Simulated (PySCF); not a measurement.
PySCF 2.14 output of an unrestricted PBE0 calculation on a single atom or ion in aug-cc-pVQZ-PP with one added diffuse shell each of s, p, d, f, g type with ECP60MDF (8s8p6d4f3g, 117 functions), with scalar relativity through the core potential:

```
SCF conv_tol = 1e-09
number electrons alpha = 13  beta = 9
    C. Adamo and V. Barone.,  J. Chem. Phys. 110, 6158 (1999)
    M. Ernzerhof and G. E. Scuseria.,  J. Chem. Phys. 110, 5029 (1999)
cycle= 1 E= -192.419993793306  delta_E= -0.00792  |g|= 0.0141  |ddm|= 0.568
cycle= 2 E= -192.420204483696  delta_E= -0.000211  |g|= 0.00588  |ddm|= 0.123
cycle= 3 E= -192.420249593723  delta_E= -4.51e-05  |g|= 0.00228  |ddm|= 0.037
cycle= 4 E= -192.420272909831  delta_E= -2.33e-05  |g|= 0.000704  |ddm|= 0.0312
cycle= 5 E= -192.420281587041  delta_E= -8.68e-06  |g|= 0.000205  |ddm|= 0.0206
cycle= 6 E= -192.420282324513  delta_E= -7.37e-07  |g|= 3.1e-05  |ddm|= 0.00562
cycle= 7 E= -192.420282333384  delta_E= -8.87e-09  |g|= 5.35e-06  |ddm|= 0.000868
cycle= 8 E= -192.420282333534  delta_E= -1.5e-10  |g|= 7.16e-07  |ddm|= 0.000235
converged SCF energy = -192.420282333534  <S^2> = 6.002524  2S+1 = 5.0010095
```

The run itself started from symmetry-adapted Hartree-Fock orbitals and held the occupation by maximum overlap, on a logarithmic radial grid, so the iterations belong to that start.

Problem. Which element, charge and spin multiplicity is this?

Solution. Pb (lead, neutral), multiplicity 5; the state was [Xe] 4f14 5d10 6s1 6p2 7s1, high-spin 5P determinant (an excited configuration).

Energies and moments cover only the electrons outside the core potential. Spin-orbit coupling is strong in this species (close to jj coupling), so the high-spin LS determinant is a model state, not a physical level. The outer electron is Rydberg-like, and this basis confines it to a smaller radius and binds it less than a complete one would.
